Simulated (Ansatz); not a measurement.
C2H5O2 (SMILES COC=[OH+]), charge +1, singlet, at a GFN2-xTB geometry; B3LYP/STO-3G (Ansatz, a program for electronic structure).

Here is a job for Ansatz.
Ansatz 0.2 input:
```yaml
crystal:
  periodic: [false, false, false]
  atoms:
    - {symbol: C, position_ang: [-1.47911306, 0.20201824, -0.17959624]}
    - {symbol: O, position_ang: [-0.33835513, -0.62648637, -0.47029081]}
    - {symbol: C, position_ang: [0.81984470, -0.37706961, -0.06959347]}
    - {symbol: O, position_ang: [1.22790171, 0.58980123, 0.63241273]}
    - {symbol: H, position_ang: [-1.35167712, 1.20325766, -0.59699882]}
    - {symbol: H, position_ang: [-2.32544637, -0.28288392, -0.66549758]}
    - {symbol: H, position_ang: [-1.66304854, 0.25071784, 0.89592283]}
    - {symbol: H, position_ang: [1.59060464, -1.09833454, -0.36903380]}
    - {symbol: H, position_ang: [0.58880493, 1.27103228, 0.93377029]}
basis:
  gaussian:
    orbitals: STO-3G
hamiltonian:
  xc: b3lyp
total_charge: 1
magnetization: {spin_polarized: true}
```

What does Ansatz print? Leave out banner, timings and long lists.


```
Functional definition: B3LYP
356 factors; integrals over basis functions are off by at most 4.3e-5 eV
mean field evaluation 1: about -6157.8818 eV, gradient 1.7e1 eV
mean field evaluation 2: about -6157.0767 eV, gradient 2.2e1 eV
mean field evaluation 4: about -6159.6090 eV, gradient 1.6e0 eV
mean field evaluation 8: about -6159.5807 eV, gradient 1.8e-2 eV
mean field -6159.58074828 eV, -226.3604173856 hartree, gradient 6.1e-5 eV, S^2 0.000000; 0 other end points of the search recorded, 0 dependent functions left out
reference -6159.58092726 eV, -226.3604239629 hartree; 16, 16 occupied and 9, 9 virtual orbitals, 356 factors
Total energy: -6159.58092726 eV, -226.3604239629 hartree
```
